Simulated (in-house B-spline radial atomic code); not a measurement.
**RPA and G0W0 on PBE: As¹⁵⁺**

Configuration [Ne] 3s2 3p6, mean-field start PBE. Computed with an all-electron radial atomic-structure program (B-spline basis): all electrons, non-relativistic, point nucleus, each spin shell either full or empty, empty states to l = 9 with an (l + 1/2)⁻⁴ tail; G0W0 by contour deformation at full frequency.

Command:
```bash
python run_gw.py task.json out
```
Settings (radii: box in bohr, nucleus in fm):
```
Z                        33
electrons                18
configuration            [Ne] 3s2 3p6
hamiltonian              nr
method                   pbe,pbe
lmax                     9
spin_polarised           False
box_radius               5
intervals                47
```

Time taken, with all properties: 1.3 s on 1 thread of Arm Neoverse N1, on a shared host.

Energies (hartree):

| term | value |
| --- | --- |
| mean-field total | -2125.92107 |
| Hartree-Fock functional on these orbitals | -2125.39304 |
| direct second order | -1.5779 |
| second-order exchange | 0.51801 |
| SOSEX correction | 0.47547 |

(1) What is the RPA correlation energy, and what remains with SOSEX?

Quasi-particle levels (eV):

```tsv
level	occupied	mean field	Σx - vxc	Σc	QP weight	G0W0
3p	yes	-567.32	-20.08	?	?	?
2p	yes	-1815.75	-69.24	10.48	0.948	-1874.50
2s	yes	-1967.16	-84.41	11.52	0.929	-2040.04
3d	no	-484.16	25.31	-3.61	0.982	-462.46
```

G0W0 = mean field + (Σx - vxc) + Σc, with Σc (partial-wave tail included) taken at the quasi-particle energy. Only the outer levels were computed. Levels of low weight are left out.

(2) Where does G0W0 put 3p?

Results:

(1) RPA gives -1.3895 hartree (-2.1 eV per electron); RPA + SOSEX gives -0.914, and the second-order doubles -1.0599 hartree (no singles). SOSEX takes back 34 % of the RPA value.

(2) At -587.91 eV, with Σc = -0.52 eV and a quasi-particle weight of 0.969. The tabulated removal energy is 587.6 ± 1.9 eV (NIST, semi-empirical); the calculation leaves out relativity, Breit and QED terms, and what these don't explain is the method's own error.
